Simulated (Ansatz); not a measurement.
Cost and result for the atomization energy of C₂H₈FPSi (`C[Si](C)(F)P`) (13 atoms, 12 bonds).

```xyz
13

C    -0.313   -1.346    1.086
Si   -0.043   -0.131   -0.296
C     1.567    0.784   -0.137
F     0.013   -0.970   -1.671
P    -1.743    1.344   -0.340
H    -1.253   -1.888    0.957
H    -0.347   -0.831    2.049
H     0.499   -2.077    1.116
H     1.591    1.362    0.791
H     1.714    1.474   -0.971
H     2.406    0.083   -0.124
H    -1.414    1.812   -1.641
H    -2.675    0.384   -0.819
```

Charge 0, multiplicity 1. All single points use the PBE0-D4/def2-TZVP geometry. It is one conformer, not always the lowest. Program: Ansatz. All runs use 4 threads of an Arm Neoverse V1 on a shared host. Times are those of one run each, without the atoms' runs, and a repeat can differ threefold. Electronic energies, without spin–orbit coupling; frozen cores. CCSD(T)/CBS adds CCSD(T) − MP2 in def2-TZVPP to the MP2 limit, and its time is that of the two runs behind it. T1 = 0.012. B3LYP takes the VWN-RPA correlation (the form of Gaussian; ORCA's B3LYP/G).

CCSD(T)/CBS is a level of theory with its own doubt, some kJ/mol a heavy atom from the limit and from the frozen cores, so smaller differences don't rank the functionals.

```
                             level  functions  wall time  atomization (kcal/mol)  difference from CCSD(T)/CBS  per bond
            LDA (SPW92)/def2-TZVPP        289      1.7 s                  1270.7                        141.8      11.8
              revPBE-D4/def2-TZVPP        289      2.7 s                  1116.7                        -12.2      -1.0
                BLYP-D4/def2-TZVPP        289      2.7 s                  1123.0                         -5.9      -0.5
           CAM-B3LYP-D4/def2-TZVPP        289        5 s                  1133.9                          5.0       0.4
r2SCAN-D4/def2-TZVPP (with forces)        289      6.5 s                  1130.6                          1.7       0.1
 B3LYP-D4/def2-TZVPP (with forces)        289        7 s                  1129.4                          0.5       0.0
               PBE-QIDH/def2-TZVPP        289        8 s                  1119.4                         -9.5      -0.8
                  CCSD(T)/def2-SVP        118        8 s                  1056.0                        -72.9      -6.1
                 B2PLYP/def2-TZVPP        289      8.5 s                  1115.2                        -13.7      -1.1
  ωB97M-V/def2-TZVPP (with forces)        289       16 s                  1134.0                          5.1       0.4
                    MP2/def2-QZVPP        551       34 s                  1124.3                         -4.6      -0.4
                CCSD(T)/def2-TZVPP        289      5 min                  1100.0                        -28.9      -2.4
                 CCSD(T)/CBS(def2)          –    5.5 min                  1128.9                          0.0       0.0
```

From r2SCAN to r2SCAN0 (25 % exact exchange), in def2-TZVPP and without D4, the atomization energy moves by −12.2 kcal/mol: exact exchange takes away binding that semilocal exchange gives to molecules. In def2-TZVPP, CCSD(T) changes the Hartree–Fock value by +254.3 kcal/mol (the triples alone add +13.1 kcal/mol) and MP2 by +261.4 kcal/mol; breaking electron pairs costs correlation energy, which Hartree–Fock lacks. At CCSD(T), def2-SVP lies −72.9 kcal/mol from the extrapolated value and def2-TZVPP −28.9 kcal/mol: correlation converges slowly with the basis, and small sets miss more of it in the bonded molecule than in its fragments.
